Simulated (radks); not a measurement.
Values are calculated unless marked as measured or tabulated.
These are the eigenvalues of the occupied orbitals of an atom or ion with whole-number occupations (eV). Code: a radial shooting solver on a logarithmic mesh with Libxc functionals. Model: Dirac Kohn-Sham, PBE, spin-unpolarised, spherical densities, point nucleus.

orbital  eigenvalue
1s1/2     -57362.72
2s1/2     -9676.914
2p1/2     -9218.529
2p3/2     -8301.712
3s1/2     -2212.226
3p1/2     -2011.315
3p3/2     -1818.798
3d3/2     -1475.548
3d5/2     -1433.495
4s1/2     -480.9397
4p1/2     -400.5947
4p3/2     -356.9834
4d3/2     -224.7168
4d5/2     -216.7369
5s1/2      -99.1353
5p1/2      -75.9774
5p3/2      -69.5538
4f5/2      -56.6832
4f7/2      -55.4548

Which element is it, and in what charge state? The configuration may be excited. Open shells, if any, fill j = l - 1/2 first.

Answer. Z = 68, erbium, charge +4: Er4+ in [Xe] 4f10. The list shows which subshells hold electrons but not how many an open one holds; the 1s level, -2108 hartree, gives Z - s = 64.9 by -(Z - s)^2/2, which with screening and relativity narrows Z to a few neighbours, and the depths of the outer levels then fix element, charge and occupations together.
